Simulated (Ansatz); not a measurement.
Born–Oppenheimer molecular dynamics of BrClF₂H₃O₂Ta (10 atoms, charge 0, multiplicity 1). It starts at the highest image of a converged band. Of that band: Beside the main top the profile has a ripple of under 15 meV (maxima at images 5, 7), which may be a very shallow well or noise. A vibrational analysis at the climbing image gives one clearly imaginary mode, 138i cm⁻¹: a first-order saddle point.

Method: RKS PBE/def2-SVP (Ansatz 0.2.0).

```json
{"ensemble": "NVE (velocity Verlet)", "time step": "0.5 fs", "steps asked": "200", "starting velocities drawn for": "300 K", "seed": "7066"}
```

First frame:

```xyz
10
Properties=species:S:1:pos:R:3
Ta -0.135 -0.240 0.285
Cl 2.372 0.499 0.182
F 0.104 0.202 2.125
F 0.233 -0.754 -1.506
O -0.857 1.447 -0.140
H -1.016 2.286 0.329
O -1.652 -1.321 0.509
H -1.935 -2.243 0.628
Br 1.456 -2.462 0.969
H 2.323 -1.012 0.603
```

(1) How far do the bonds stretch over the last three quarters of this one trajectory? (Pairs bonded in most of those frames.)

Answers

(1) 
| bond | mean (Å) | spread (Å) | shortest | longest |
| --- | --- | --- | --- | --- |
| Ta1–Cl2 | 2.664 | 0.030 | 2.61 | 2.70 |
| Ta1–F3 | 1.899 | 0.011 | 1.88 | 1.92 |
| Ta1–F4 | 1.915 | 0.032 | 1.86 | 1.96 |
| Ta1–O5 | 1.874 | 0.011 | 1.86 | 1.90 |
| Ta1–O7 | 1.875 | 0.043 | 1.82 | 1.95 |
| Ta1–Br9 | 2.829 | 0.009 | 2.81 | 2.84 |
| Cl2–H10 | 1.533 | 0.055 | 1.44 | 1.63 |
| O5–H6 | 0.972 | 0.017 | 0.95 | 1.00 |
| O7–H8 | 0.977 | 0.033 | 0.93 | 1.02 |
| Br9–H10 | 1.786 | 0.084 | 1.67 | 1.94 |

Pairs bonded in part of these frames only: Br9–H10 81 %.

Mean temperature of the second half: 151 K. The conserved energy stayed within 0.25 meV per atom of its start (net change 0.11 meV per atom), so the integration is sound. A run of 0.1 ps of so small a system gives no equilibrium averages. The orbitals stay closed-shell, which can raise the energy where a bond breaks towards radicals; this wasn't checked here.

The run took 5.6 min on 4 threads of Intel(R) Xeon(R) Platinum 8488C (Sapphire Rapids), with other jobs on the host, peak memory 0.28 GiB.
